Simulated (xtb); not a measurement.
A geometry relaxed with GFN2-xTB in xtb, charge 0, multiplicity 1:

```xyz
16

H     -3.1133    -1.0468     0.2477
C      2.4302    -0.1309    -0.0832
C     -0.8823     1.4732    -0.1354
H     -1.0795    -2.4415     0.3273
C     -2.0627     0.8268    -0.0125
H      2.0516     2.0610    -0.3224
S      4.0640    -0.2188    -0.1392
H     -0.8312     2.5443    -0.2619
C      1.5187    -1.2514     0.0839
C      1.6349     1.0816    -0.1918
C     -1.0240    -1.3706     0.2007
H     -2.9926     1.3756    -0.0386
C      0.3287     0.7209    -0.0970
C      0.2553    -0.7523     0.0770
C     -2.1338    -0.6008     0.1562
H      1.8359    -2.2703     0.1894
```

### Question
Write the SMILES of this molecule.

### Answer
`S=C1C=c2ccccc2=C1`
